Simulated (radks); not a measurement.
Q: Numerical settings for neutral gadolinium, [Xe] 4f7 5d1 6s2. Method: non-relativistic Kohn-Sham, r2SCAN, spin-polarised, spherical densities, point nucleus; open shells are filled with parallel spins first (spin-orbit coupling, left out, can overturn this in heavy ions); meta-GGA in the generalised Kohn-Sham scheme; relativity is left out, which matters for an element this heavy; computed with a radial shooting solver on a logarithmic mesh with Libxc functionals. The defaults (mesh step 0.008 in ln r, mesh end at 40 bohr or more with all orbitals vanishing there, Anderson mixing 0.5 over 9 steps, residual threshold near 1e-9 with the energy settled to 1e-9 hartree or 1e-11 of itself, here a cap of 75 iterations) give E = -10824.104 hartree and 6s at -3.498 eV in 14 iterations. Run on one thread of a shared host, so times are rough (Arm Neoverse N1): 0.33 s of CPU time, 0.33 s wall, 14 iterations on 2728 mesh points. One setting is changed at a time: mesh step in ln r 0.12; mesh step in ln r 0.005; mesh step in ln r 0.08; mesh end (bohr) 12; mesh end (bohr) 2; residual threshold 0.1; residual threshold 1e-16; mixing 1; linear mixing, mixing 1; linear mixing, mixing 0.05; mixing history 2; iteration cap 8. Which runs fail to converge, and which converge to a wrong energy?

A: Not converged within the cap: mesh step in ln r 0.12; mesh step in ln r 0.08; residual threshold 1e-16; linear mixing, mixing 1; linear mixing, mixing 0.05; iteration cap 8. Settled on a wrong energy, with an occupied level pushed above zero by the early mesh end: mesh end (bohr) 2 (+25.4 hartree). Apart from these: no run marked as converged misses the energy by more than 1 mhartree.
